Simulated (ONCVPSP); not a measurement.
**Configuration tests for Rb (Z = 37) (ONCV)**

rubidium (Rb), optimised norm-conserving Vanderbilt (ONCV), made with ONCVPSP 4.0.1 (LDA (Perdew-Wang 92), scalar-relativistic). Core [Ar] 3d10, reference 4s2 4p6 5s1. Waves: 4s+5s: rc 1.95 bohr, ncon 4, nbas 8, qcut 6.8 1/bohr, 2 projectors; 4p: rc 2.10 bohr, ncon 3, nbas 8, qcut 5.4 1/bohr, 1 projector; d scattering state at 0.44 Ha: rc 2.20 bohr, ncon 4, nbas 8, qcut 4.8 1/bohr, 2 projectors, debl 3.3 Ha. Local part: polynomial inside 1.70 bohr (lpopt 5, dvloc0 2 Ha). Core correction: Teter function fitted to the true core (icmod 2), fcfact 0.4.

Energies are relative to the spin-unpolarised reference configuration 4s2 4p6 5s1; without spin polarisation the order of configurations can differ from experiment.

```
valence configuration  charge  ΔE all-electron (eV)  error AE − PS (meV)
        4s2 4p6 5s0.5    +0.5                 1.658                  0.0
      4s2 4p6 5s0 5p1       0                 1.618                  +15
```

Problem. What are ΔE and the potential's error for 4s2 4p6 5s0?

Solution. ΔE = 4.274 eV all-electron; the error (AE − PS) is +0.6 meV.

Problem. What are ΔE and the potential's error for 4s2 4p5 5s1?

Solution. ΔE = 21.240 eV all-electron; the error (AE − PS) is +3.9 meV.
